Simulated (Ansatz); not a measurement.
Cost and result for the atomization energy of C$_{2}$H$_{8}$O$_{2}$Sn (`C[O][SnH]([CH3])[OH]`) (13 atoms, 12 bonds).

Cartesian coordinates in Å:
```
C -1.0665 -1.9892 -0.5231
O -1.0247 -0.5876 -0.4921
Sn 0.6415 0.3949 -0.1384
C 0.4175 1.6434 1.5551
O 0.8073 1.6324 -1.6515
H -1.8679 -2.3051 -1.1992
H -1.2797 -2.4110 0.4682
H -0.1322 -2.4443 -0.8833
H 1.8918 -0.7780 -0.1779
H 0.5371 1.0717 2.4748
H 1.1621 2.4383 1.5182
H -0.5800 2.0811 1.5252
H 0.4940 1.2536 -2.4762
```

Total charge 0; spin multiplicity 1. Correlated methods include outer-core shells of Sn, which these sets cover unevenly. Sn: def2 effective core potential. The geometry is a stationary point of PBE0-D4/def2-TZVP. It is one conformer, not always the lowest. Program: Ansatz. All runs use 2 threads of an AMD EPYC 7R13 on a shared host and a share of an NVIDIA H100 80 GB. Times are those of one run each, without the atoms' runs, and a repeat can differ threefold. Electronic energies, without spin–orbit coupling; frozen cores. CCSD(T)/CBS adds CCSD(T) − MP2 in def2-TZVPP to the MP2 limit, and its time is that of the two runs behind it. T1 = 0.013. With those shells the extrapolation isn't a true limit. B3LYP takes the VWN-RPA correlation (the form of Gaussian; ORCA's B3LYP/G).

CCSD(T)/CBS is a level of theory with its own doubt, some kJ/mol a heavy atom from the limit and from the frozen cores, so smaller differences don't rank the functionals.

```tsv
level	functions	wall time	atomization (kcal/mol)	difference from CCSD(T)/CBS	per bond
MP2/def2-QZVPP	550	9.5 s	1097.0	-0.9	-0.1
B3LYP-D4/def2-TZVPP (with forces)	286	10 s	1085.8	-12.1	-1.0
B2PLYP/def2-TZVPP	286	10 s	1076.2	-21.7	-1.8
CCSD(T)/def2-TZVPP	286	12 s	1066.5	-31.4	-2.6
ωB97M-V/def2-TZVPP (with forces)	286	18 s	1090.0	-7.9	-0.7
CCSD(T)/CBS(def2)	–	22 s	1097.9	0.0	0.0
ωB97X-V/def2-TZVPP	286	28 s	1093.0	-4.9	-0.4
r2SCAN-D4/def2-TZVPP (with forces)	286	29 s	1089.4	-8.5	-0.7
PBE-D4/def2-TZVPP (with forces)	286	39 s	1105.2	7.3	0.6
PBE0-D4/def2-TZVPP	286	47 s	1082.7	-15.2	-1.3
```

The D4 term adds +9.1 kcal/mol with B3LYP and +4.8 kcal/mol with PBE0; it sums over pairs of atoms, weighted by their polarisabilities, and B3LYP, whose exchange is more repulsive, gets the larger term. From PBE to PBE0 (25 % exact exchange), in def2-TZVPP and without D4, the atomization energy moves by −21.6 kcal/mol: exact exchange takes away binding that semilocal exchange gives to molecules. In def2-TZVPP, CCSD(T) changes the Hartree–Fock value by +295.4 kcal/mol (the triples alone add +16.7 kcal/mol) and MP2 by +307.1 kcal/mol; breaking electron pairs costs correlation energy, which Hartree–Fock lacks.

Spin–orbit coupling would lower the free Sn atoms strongly, and the atomization energy with them, by more than many differences here. For some Ge, Se and Sn compounds the MP2-based and the directly extrapolated limit differ by 10 to 25 kJ/mol.
